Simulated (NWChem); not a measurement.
Species: Si₂H₄OF₂; SMILES O([SiH2]F)[SiH2]F

```xyz
9

Si    -0.6602    -1.4395    -0.0897
F      0.1827    -2.0390     1.1557
O     -0.0205     0.0178    -0.5080
Si     0.6555     1.4529    -0.0715
F     -0.1817     2.0665     1.1706
H     -2.0659    -1.2751     0.3529
H     -0.5081    -2.3626    -1.2387
H      0.5391     2.3874    -1.2154
H      2.0520     1.2475     0.3834
```
Atoms are numbered in this order, from 1.

Computed with NWChem. All runs use the structure optimised with PBE0/def2-SVP. GIAO values for the isolated, static molecule; σ is the absolute isotropic shielding, δ = σ(reference) − σ with the isolated reference molecule computed at the same levels (1H: tetramethylsilane, 17O: water, 29Si: tetramethylsilane).

### Question
Estimate the computed values for KT2/pcSseg-1. Quantities: δ Si1 (ppm); δ O3 (ppm); δ Si4 (ppm); δ H6 (ppm); δ H7 (ppm); δ H8 (ppm); δ H9 (ppm).

### Answer
δ Si1 (ppm): -23.7
δ O3 (ppm): 104.5
δ Si4 (ppm): -24.1
δ H6 (ppm): 5.30
δ H7 (ppm): 5.17
δ H8 (ppm): 5.16
δ H9 (ppm): 5.30
